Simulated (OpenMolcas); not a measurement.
An atom or ion with 20 electrons was computed by SS-CASPT2, IPEA 0.25 Eh, imaginary shift 0.1 Eh with spin-orbit coupling (OpenMolcas, ANO-RCC-VQZP, DKH2). The lowest levels that the run gave, each within 12 % of the measured value where one is at hand:

| J | Parity | E (cm-1) | g |
| --- | --- | --- | --- |
| 2 | even | 0.0 | 0.666 |
| 3 | even | 508 | 1.084 |
| 4 | even | 1155 | 1.251 |
| 2 | even | 12920 | 1.007 |
| 0 | even | 16110 |  |
| 1 | even | 16290 | 1.501 |
| 2 | even | 16670 | 1.493 |
| 4 | even | 22190 | 1.000 |
| 0 | even | 51900 |  |

Which ion is it, and what are the configurations and terms?

Cr4+ (Z = 24, charge +4; active space 2 electrons in 10 orbitals (3d 4d)). J, parity and g give the terms where levels are pure, and mixed ones are named by the computed weights; the size of the splittings, set against known spectra of the 20-electron sequence, gives the charge. In order, with the measured energies in cm-1 (Sugar and Corliss, J. Phys. Chem. Ref. Data 6, 317 (1977)): 3d2 3F2, 3d2 3F3 (508), 3d2 3F4 (1142), 3d2 1D2 (13188), 3d2 3P0 (15492), 3d2 3P1 (15677), 3d2 3P2 (16041), 3d2 1G4 (22019), 3d2 1S0 (51146).

CASPT2 does not keep the components of a term degenerate, so their means are used; among the terms shown or strongly mixed into the levels shown the widest spread is 930 cm-1 (3d2 3F). Active for correlation alone: 4d; no level in the range computed is led by a configuration that fills it, so any true level of that kind is missing. Computed and measured levels are paired by configuration, term and J; levels that our copy of the source lacks, or whose pairing is in doubt (as where it misses far off the trend of its configuration), stay unpaired and out of the deviations. Only configurations of the active space appear.
